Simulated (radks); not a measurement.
Question: The table gives one normalised radial function P(r) = r R(r) of Ho35+ in [Ar] 3d10 4s2 4p2 (r in bohr). Method: scalar-relativistic Kohn-Sham, PBE, spin-unpolarised, spherical densities, point nucleus; computed with a radial shooting solver on a logarithmic mesh with Libxc functionals.

r	P
0.001535	0.1932
0.001967	0.2321
0.002501	0.2745
0.003179	0.3207
0.004042	0.3689
0.005138	0.4153
0.006531	0.4541
0.008303	0.4765
0.01056	0.4707
0.01353	0.4194
0.0172	0.3104
0.02186	0.1323
0.02779	-0.1114
0.03533	-0.3917
0.04491	-0.6419
0.05709	-0.7583
0.07258	-0.6278
0.093	-0.1765
0.1182	0.4645
0.1503	1.0029
0.1911	1.0396
0.2429	0.3632
0.3088	-0.7589
0.3925	-1.6390
0.499	-1.7163
0.6395	-1.0840
0.8129	-0.4243
1.033	-0.0945
1.314	-0.0106

Which n and l does it have? It may be an empty orbital.

Answer: n = 4, l = 0: the number of nodes gives n - l - 1 = 3, the rise at small r (about r^(l+1), flatter next to the nucleus through relativity) gives l, and the extent must fit the shell. The curve is that of 4s. 4s: eigenvalue -1608.8 eV, 3 radial nodes at r = 0.0251, 0.0998, 0.264 bohr, <r> = 0.459 bohr, 90 % of the charge inside 0.648 bohr.
